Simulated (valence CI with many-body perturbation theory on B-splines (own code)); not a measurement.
**Ladder of approximations for Ho³³⁺**

Calculated by valence CI with perturbative core correlation (CI+MBPT): six valence electrons over a frozen Dirac-Fock core [Ar] 3d10, a basis of 9 s, 9 p, 8 d, 6 f, 3 g, 1 h functions for each j, with the one-electron correlation potential Σ1 (screened to all orders), the two-electron term Σ2, the three-electron term Σ3, Breit, model QED; selected single and double excitations, second order for the rest, scaled by the run's own slope (own B-spline code, finite nucleus).

No measured spectrum was set against this ion. As an estimate, large intervals hold to a few tenths of a per cent, small ones and those within an open d or f shell to about a per cent. Among the levels kept, up to 640 cm⁻¹ of a level comes from second order outside the variational space, and about a tenth of that is noise between levels of different J, which matters for small intervals.

Each rung adds one term. CI alone is the Dirac-Coulomb CI over the frozen core; QED comes last and gives the full result, which names the levels. Energies are above (4s^2 4p1/2^2 4p3/2^2) J=2 on the same rung, in cm⁻¹.

Levels are named by their leading jj configuration (3d3/2^4 stands for four electrons in 3d with j = 3/2), which in mixed levels can hold well under half, so a name can repeat and another be missing. Letters in brackets count levels of one name in rising energy.

```
                             Level  CI alone     Σ1     Σ2    Σ3   Breit    QED     Full
        (4s^2 4p1/2^2 4p3/2^2) J=0     61134    +29   -939  -273    +263    -21    60192
          (4s^2 4p1/2 4p3/2^3) J=1    428444  +1564  +1461   +83   -5031   +587   427108
          (4s^2 4p1/2 4p3/2^3) J=2    460992  +1572   +918   -60   -5230   +600   458791
                (4s^2 4p3/2^4) J=0    914972  +3132  +2024  -126  -10046  +1145   911099
    (4s^2 4p1/2^2 4p3/2 4d3/2) J=2   1032460   -815   -312  +567   -1932  -1781  1028180
    (4s^2 4p1/2^2 4p3/2 4d3/2) J=1   1044020   -923   -726  +551   -1927  -1611  1039380
    (4s^2 4p1/2^2 4p3/2 4d3/2) J=0   1060460  -1250  -1429  +478   -1937  -1046  1055270
    (4s^2 4p1/2^2 4p3/2 4d3/2) J=3   1065590  -1219  -1336  +409   -2611   -925  1059910
          (4s 4p1/2^2 4p3/2^3) J=2   1070820    +52   +427  +625   -2151  -3287  1066490
    (4s^2 4p1/2^2 4p3/2 4d5/2) J=4   1147340   -674  -1542  +501   -4675   -693  1140260
          (4s 4p1/2^2 4p3/2^3) J=1   1193690   +416  -2998  +310   -2148  -3672  1185600
    (4s^2 4p1/2^2 4p3/2 4d5/2) J=2   1214100   -205  -3928  +271   -3770  -1847  1204620
    (4s^2 4p1/2^2 4p3/2 4d5/2) J=3   1238610   -634  -4791  +103   -4603   -700  1227980
    (4s^2 4p1/2^2 4p3/2 4d5/2) J=1   1285640   -353  -5049  -193   -3853  -1380  1274810
    (4s^2 4p1/2 4p3/2^2 4d3/2) J=0   1429260   +643  +1547  +762   -6917  -1244  1424060
(4s^2 4p1/2 4p3/2^2 4d3/2) J=1 [a]   1436950   +386   +555  +735   -7068   -655  1430900
(4s^2 4p1/2 4p3/2^2 4d3/2) J=2 [a]   1442220   +264   +456  +739   -7421   -350  1435910
(4s^2 4p1/2 4p3/2^2 4d3/2) J=3 [a]   1466710   +303   +208  +632   -7857   -335  1459660
    (4s^2 4p1/2 4p3/2^2 4d3/2) J=4   1499430   +296   -105  +415   -8075   -342  1491620
```

The middle columns are the shifts that each term adds.

(1) How does the ionisation energy move along the ladder, and which term matters most?

## Answers

(1) CI alone 1397.1, + Σ1 1398.5, + Σ2 1398.8, + Σ3 1398.3, + Breit 1397.5, + QED 1397.4 eV. The largest step is Σ1, 1.4 eV. NIST lists 1395 ± 5 eV (theoretical).
